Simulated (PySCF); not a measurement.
## [Sm(PH3)]3+ at several levels of theory

Computed with PySCF 2.14.0 (density fitting, no spin-orbit coupling) at the geometry relaxed with PBE0:

```xyz
5
[Sm(PH3)]3+ (singlet in the valence; each metal's 4f electrons, 5 of them, lie in its core potential, out of spins and levels)
Sm    0.0000    0.0000   -0.4368
P     0.0000    0.0000    2.5221
H     1.3263    0.0000    3.0493
H    -0.6632    1.1486    3.0493
H    -0.6632   -1.1486    3.0493
```

| level | basis | state | HOMO (eV) | gap (eV) | charge on Sm1 (e) | population of f-type functions on Sm1 (polarisation alone where 4f lies in the core) | dipole about the centre of mass (D) | largest force component (eV/Å) |
| --- | --- | --- | --- | --- | --- | --- | --- | --- |
| PBE0 | Sm lcecp-1-SVP with ECP51, P def2-SVP, H def2-SVP | singlet | -23.97 | 4.53 | 2.32 | 0.01 | 2.43 | 0.02 |
| CAM-B3LYP | the same | singlet | -25.10 | 6.70 | 2.32 | 0.01 | 2.08 | 0.11 |
| PBE0 | Sm lcecp-1-TZVP with ECP51, P def2-TZVP, H def2-TZVP | singlet | -23.85 | 4.49 | 2.37 | 0.01 | 2.58 | 0.17 |

In the lcecp rows the 4f levels are missing from HOMO and gap, and the state counts the valence alone.

Charges are Mulliken's, which hang on the basis. The relaxation used the grid (50, 194), these runs (75, 302) or, all-electron (x2c bases, spin-free X2C Hamiltonian), (99, 590).

Question: What does wB97X with Sm lcecp-1-SVP with ECP51, P def2-SVP, H def2-SVP give here?

Answer: state singlet, HOMO (eV) -26.03, gap (eV) 9.02, charge on Sm1 (e) 2.37, population of f-type functions on Sm1 (polarisation alone where 4f lies in the core) 0.01, dipole about the centre of mass (D) 1.71, largest force component (eV/Å) 0.14. Time: 2.5 s on 2 threads of Intel(R) Xeon(R) Platinum 8488C (Sapphire Rapids) (shared host), from an already converged density.

In the first row's basis the gap widens with exact exchange: 4.5 eV for PBE0 (a fixed share); 6.7 to 9.0 eV for CAM-B3LYP, wB97X (rising or full at long range).

An lcecp potential fixes the number of 4f electrons, so in runs with it no electron can move into or out of that shell.
